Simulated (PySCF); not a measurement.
B3H7N3, SMILES B1NB[NH2+]BN1, charge +1.

Coordinates come from a B3LYP-D3(BJ)/def2-SVP optimisation. The isomer is the one that the SMILES or the coordinates give; other isomers of the formula were not compared.

Two levels are set side by side: TDDFT-PBE/def2-SVPD (PySCF) and TDDFT-B3LYP/def2-SVPD (PySCF). Vertical, same geometry. The lowest singlet is HOMO→LUMO 98 % with PBE and HOMO→LUMO 99 % with the other functional; states are paired by order. Differences are taken from unrounded values.

| quantity | TDDFT-B3LYP |
|---|---|
| lowest singlet excitation (eV) | 6.31 |
| lowest triplet excitation (TDA) (eV) | 5.53 |
| first bright state (f over 0.05) (eV) | 6.31 |
| its oscillator strength | 0.08 |

**Question.** What does TDDFT-PBE give, and how far is it from TDDFT-B3LYP? (The exact figures need the calculation; the answer reports its results.)

**Answer.** 
```json
[
 {"quantity": "lowest singlet excitation (eV)", "TDDFT-PBE": "5.84", "TDDFT-PBE minus TDDFT-B3LYP": "-0.47"},
 {"quantity": "lowest triplet excitation (TDA) (eV)", "TDDFT-PBE": "5.08", "TDDFT-PBE minus TDDFT-B3LYP": "-0.45"},
 {"quantity": "first bright state (f over 0.05) (eV)", "TDDFT-PBE": "5.84", "TDDFT-PBE minus TDDFT-B3LYP": "-0.47"},
 {"quantity": "its oscillator strength", "TDDFT-PBE": "0.07", "TDDFT-PBE minus TDDFT-B3LYP": "0.00"}
]
```

Functionals without exact exchange tend to place singlet excitations lower, as here. Differences between two approximate levels are no errors against the true value.

Rough cost on one machine, each run with all the roots and properties that it gave: TDDFT-B3LYP against TDDFT-PBE about 3 times.
